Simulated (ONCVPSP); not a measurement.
**gold (Au): one change to an ONCV potential, before and after**

| Property | Result |
| --- | --- |
| Element | Au (Z = 79) |
| Generator | ONCVPSP 4.0.1 |
| Type | optimised norm-conserving Vanderbilt (ONCV) |
| Functional | PBE |
| Relativity | fully relativistic |
| Frozen core | [Kr] 4d10 4f14 |
| Valence charge | 19 |
| Reference configuration | 5s2 5p6 5d10 6p1 |
| Partial waves | 5s: rc 1.30 bohr, ncon 4, nbas 7, qcut 7.2 1/bohr, 3 projectors, debl 1.6 Ha; 5p+6p: rc 1.50 bohr, ncon 4, nbas 8, qcut 9.4 1/bohr, 2 projectors; 5d: rc 1.40 bohr, ncon 4, nbas 8, qcut 7.9 1/bohr, 2 projectors, debl 2.5 Ha |
| Local potential | polynomial inside 0.90 bohr (lpopt 5, dvloc0 0 Ha) |
| Core correction | none |

Open shells are filled in proportion to 2j + 1.

In the s channel the program set the typed energies aside and used -4.052, 0.250, 1.850 Ha.

Change: s: qcut 8.7; p: qcut 11.3; d: qcut 9.5.

Cutoffs: the cutoffs (Ha) at which the residual kinetic energy of the hardest occupied pseudo-wave falls to 1 and 0.1 mHa per electron; they do not see the model core or the augmentation charge, which bear on the density cutoff. Errors are all-electron minus pseudo energies relative to the spin-unpolarised reference configuration.

**Question.** Predict the effect on cutoff, ghosts and configuration errors.

**Answer.** The potential gets softer (37 Ha and 73 Ha → 37 Ha and 44 Ha); of the 4 tests that both files solve, the error grows in 0 and shrinks in 1 by more than 15 % and 0.3 meV (median size 0.6 → 0.5 meV); neither file shows a bound ghost.

```csv
quantity,base,changed
"cutoff, loose",37 Ha,37 Ha
"cutoff, tight",73 Ha,44 Ha
loose cutoff by channel,"s 37 Ha, p 30 Ha, d 21 Ha","s 32 Ha, p 37 Ha, d 20 Ha"
bound ghosts,none,none
GHOST(+) flags under 300 eV,"s at 279.4 eV, p1/2 at 295.3 eV","s at 90.6 eV, p3/2 at 288.9 eV"
"error for 5s2 5p6 5d10 6s1 6p0, meV [ΔE -5.20 eV]",-0.5,-0.3
"error for 5s2 5p6 5d10 6p0, meV [ΔE 4.23 eV]",+0.2,+0.2
"error for 5s2 5p6 5d9 6p0, meV [ΔE 25.46 eV]",+0.7,+0.7
"error for 5s2 5p6 5d9 6s1 6p1, meV [ΔE 2.25 eV]",-3.0,-2.4
s: phases at 1.32 bohr within 0.05 rad from the reference energy up to (Ha; the scan ends near 5),to the end of the scan,to the end of the scan
p3/2: phases at 1.52 bohr within 0.05 rad from the reference energy up to (Ha; the scan ends near 5),to the end of the scan,to the end of the scan
p1/2: phases at 1.52 bohr within 0.05 rad from the reference energy up to (Ha; the scan ends near 5),to the end of the scan,to the end of the scan
d5/2: phases at 1.42 bohr within 0.05 rad from the reference energy up to (Ha; the scan ends near 5),to the end of the scan,to the end of the scan
d3/2: phases at 1.42 bohr within 0.05 rad from the reference energy up to (Ha; the scan ends near 5),to the end of the scan,to the end of the scan
```

Base: These tests converged, but a pseudo level misses the all-electron one widely, so the file describes the atom poorly there or has found another state: 5s2 5p6 5d10 6s1 6p0: empty 6p by 6.3 eV. Changed file: These tests converged, but a pseudo level misses the all-electron one widely, so the file describes the atom poorly there or has found another state: 5s2 5p6 5d10 6s1 6p0: empty 6p by 6.3 eV.
